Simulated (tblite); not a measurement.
Computed values, GFN2-xTB/tblite, gas phase, harmonic and unscaled. This tight-binding method is rough: wavenumbers can miss measured ones by several per cent, in bad cases by 10 to 20. One conformer each. Thermal functions are those of the rigid rotor and harmonic oscillator, without mixing of conformers.

Problem. Order these by their heat capacity Cp at 298.15 K, highest first (cal/(mol K)).
A. `C/C=C\P1CCC=C1C`
B. `CNP1C[C@@H]1C(C)(C)C`
C. `C=CP(C)N(CC)CC`
D. `P(C#C)(C=C)C(C)(C)C`
E. `Cl/C=C1\C[C@@H]2CC[C@H]1C2`
F. `C=C[P@]1(=CC)C=CCC1`
G. `C#CP(C(C)C)C1CC1`

Solution. C (47.9), D (47.0), B (46.5), G (44.3), F (43.0), A (41.8), E (32.8).

```json
{"SMILES": "C=CP(C)N(CC)CC", "atoms": "25", "mass (u)": "145.10", "symmetry number": "1", "modes under 300 cm⁻¹": "11", "ZPE (kcal/mol)": "135.3", "S translation (cal/(mol K))": "40.9", "S rotation": "29.8", "S vibration": "40.7", "S": "111.4", "Cp": "47.9"}
{"SMILES": "C#CP(C=C)C(C)(C)C", "atoms": "22", "mass (u)": "140.08", "symmetry number": "1", "modes under 300 cm⁻¹": "11", "ZPE (kcal/mol)": "113.6", "S translation (cal/(mol K))": "40.7", "S rotation": "29.4", "S vibration": "37.2", "S": "107.4", "Cp": "47.0"}
{"SMILES": "CNP1C[C@@H]1C(C)(C)C", "atoms": "25", "mass (u)": "145.10", "symmetry number": "1", "modes under 300 cm⁻¹": "10", "ZPE (kcal/mol)": "137.0", "S translation (cal/(mol K))": "40.9", "S rotation": "29.7", "S vibration": "35.9", "S": "106.4", "Cp": "46.5"}
{"SMILES": "C#CP(C(C)C)C1CC1", "atoms": "22", "mass (u)": "140.08", "symmetry number": "1", "modes under 300 cm⁻¹": "10", "ZPE (kcal/mol)": "114.8", "S translation (cal/(mol K))": "40.7", "S rotation": "29.7", "S vibration": "36.1", "S": "106.6", "Cp": "44.3"}
{"SMILES": "C=C[P@]1(=CC)C=CCC1", "atoms": "22", "mass (u)": "140.08", "symmetry number": "1", "modes under 300 cm⁻¹": "9", "ZPE (kcal/mol)": "113.5", "S translation (cal/(mol K))": "40.7", "S rotation": "29.4", "S vibration": "32.6", "S": "102.8", "Cp": "43.0"}
{"SMILES": "C/C=C\\P1CCC=C1C", "atoms": "22", "mass (u)": "140.08", "symmetry number": "1", "modes under 300 cm⁻¹": "9", "ZPE (kcal/mol)": "115.6", "S translation (cal/(mol K))": "40.7", "S rotation": "29.5", "S vibration": "33.2", "S": "103.5", "Cp": "41.8"}
{"SMILES": "Cl/C=C1\\C[C@@H]2CC[C@H]1C2", "atoms": "20", "mass (u)": "142.05", "symmetry number": "1", "modes under 300 cm⁻¹": "4", "ZPE (kcal/mol)": "106.4", "S translation (cal/(mol K))": "40.8", "S rotation": "29.4", "S vibration": "17.8", "S": "87.9", "Cp": "32.8"}
```

Entropies and Cp are for 298.15 K and 1 bar.
